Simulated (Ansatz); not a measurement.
Computed with Ansatz on PBE0-D4/def2-TZVP structures; ΔE is electronic, products minus reactants. CCSD(T)/CBS is the MP2 limit (def2-TZVPP, def2-QZVPP) plus CCSD(T) − MP2 in def2-TZVPP, frozen cores. This one scheme is used for every species. DFT in def2-TZVPP. B3LYP here is the variant with VWN-RPA as its local correlation; programs differ in this. Each species was taken in one conformer, which may not be the lowest.

`CCCCCC(C)(C)C` + H₂O → `CCCCCO` + `CC(C)C`  (formal hydrolysis of a C–C bond)

```csv
level,ΔE (eV)
B3LYP-D4,0.39
MP2/def2-TZVPP,0.64
SCS-MP2/def2-TZVPP,0.52
MP2/def2-QZVPP,0.67
```

What does CCSD(T)/CBS give? (Best estimate.)

Computed: +0.57 eV. The listed levels differ from it by -0.18, 0.07, -0.05, 0.10 eV.

Largest T1 diagnostic among the species: 0.009.

In def2-TZVPP, CCSD(T) changes the Hartree–Fock value by +0.42 eV (the triples alone add +0.05 eV) and MP2 by +0.53 eV. From PBE to PBE0 (25 % exact exchange), in def2-TZVPP and without D4, ΔE moves by +0.05 eV.
